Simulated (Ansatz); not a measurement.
Consider the redistribution: `N[SiH2][GeH2][SH]` + `O[SiH2][SiH2][SeH]` → `O[SiH2][GeH2][SH]` + `N[SiH2][SiH2][SeH]`.

Calculated with Ansatz (gas phase, PBE0-D4/def2-TZVP geometries, no zero-point term in ΔE). CCSD(T)/CBS adds triple-zeta CCSD(T) − MP2 to the extrapolated MP2 energy (def2 sets, frozen cores). DFT in def2-TZVPP. B3LYP here is the variant with VWN-RPA as its local correlation; programs differ in this. For Ge, Se outer-core shells are correlated without core-valence functions, which leaves a few kJ/mol of doubt a bond. Scalar relativity is left out up to krypton. One conformer a species, not always the lowest.

`N[SiH2][GeH2][SH]`:

Cartesian coordinates in Å:
```
N -1.250 1.232 1.297
Si 0.106 0.242 0.917
Ge -0.073 -0.613 -1.300
S 1.746 -1.848 -1.718
H -1.164 1.947 2.000
H -2.182 0.853 1.280
H 0.335 -0.930 1.814
H 1.312 1.109 0.991
H -0.213 0.485 -2.373
H -1.230 -1.614 -1.478
H 2.612 -0.862 -1.431
```

`O[SiH2][SiH2][SeH]`:

```xyz
10

O     0.284   -0.109   -2.035
Si   -0.223   -1.050   -0.780
Si    0.473    0.019    1.187
Se    0.121    2.254    0.755
H     0.307    0.835   -1.846
H     0.361   -2.401   -0.972
H    -1.709   -1.176   -0.737
H    -0.226   -0.399    2.432
H     1.941   -0.052    1.404
H    -1.330    2.080    0.592
```

`O[SiH2][GeH2][SH]`:

```xyz
10

O    -1.033   -0.417   -1.799
Si   -0.163   -1.029   -0.541
Ge    0.968    0.810    0.461
S    -0.506    2.140    1.485
H    -1.668   -0.990   -2.232
H     0.812   -2.063   -0.996
H    -1.045   -1.668    0.478
H     1.648    1.729   -0.565
H     2.023    0.329    1.478
H    -1.036    1.157    2.230
```

`N[SiH2][SiH2][SeH]`:

Cartesian coordinates in Å:
```
N -0.737 0.236 1.669
Si 0.332 0.971 0.543
Si -0.134 -0.063 -1.501
Se -0.181 -2.327 -1.111
H -0.805 0.569 2.617
H -0.882 -0.760 1.613
H 1.796 0.793 0.807
H 0.079 2.437 0.521
H 0.844 0.267 -2.573
H -1.506 0.226 -1.995
H 1.193 -2.348 -0.590
```

```
             level  ΔE (kJ/mol)  difference from CCSD(T)/CBS
            PBE-D4          4.8                          2.4
         r2SCAN-D4          3.9                          1.5
           PBE0-D4          3.2                          0.8
          B3LYP-D4          2.3                         -0.1
           ωB97X-V          1.9                         -0.5
           ωB97M-V          2.6                          0.2
            B2PLYP          2.5                          0.1
               PBE          5.2                          2.8
            r2SCAN          4.1                          1.7
              PBE0          3.6                          1.2
             B3LYP          2.8                          0.4
     HF/def2-TZVPP         -1.2                         -3.6
    MP2/def2-TZVPP          2.0                         -0.4
SCS-MP2/def2-TZVPP          1.4                         -1.0
   CCSD/def2-TZVPP          1.2                         -1.2
CCSD(T)/def2-TZVPP          2.0                         -0.4
     HF/def2-QZVPP         -1.3                         -3.7
    MP2/def2-QZVPP          2.2                         -0.2
SCS-MP2/def2-QZVPP          1.6                         -0.8
      HF/CBS(def2)         -1.3                         -3.7
     MP2/CBS(def2)          2.4                          0.0
    CCSD/CBS(def2)          1.6                         -0.8
       CCSD(T)/CBS          2.4                            0
```

Largest T1 diagnostic among the species: 0.012.

In def2-TZVPP, CCSD(T) changes the Hartree–Fock value by +3.2 kJ/mol (the triples alone add +0.8 kJ/mol) and MP2 by +3.2 kJ/mol.
